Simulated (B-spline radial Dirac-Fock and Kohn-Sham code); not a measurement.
**Relativistic shifts of the levels of Pr⁵³⁺**

System: praseodymium as Pr⁵³⁺, [He] 2s2 2p2.

Both columns are ΔSCF binding energies of the configuration average from an atomic code on a B-spline grid: non-relativistic Hartree-Fock with a point nucleus, and Dirac-Fock with a finite nucleus and the Coulomb interaction alone, averaged over the two j levels with weights 2j+1.

```
shell  Hartree-Fock (eV)  Dirac-Fock (eV)  shift (eV)  shift (%)
   1s            45014.1          47262.2    +2248.12      +4.99
   2s            10517.8          11175.9     +658.11      +6.26
   2p            10372.2          10638.9     +266.72      +2.57
```

Relativity binds 1s, 2s, 2p more strongly, among those listed most of all 2s in relative terms.

Values without a named source are computed, but for edge energies of neutral atoms, which are taken from tables.
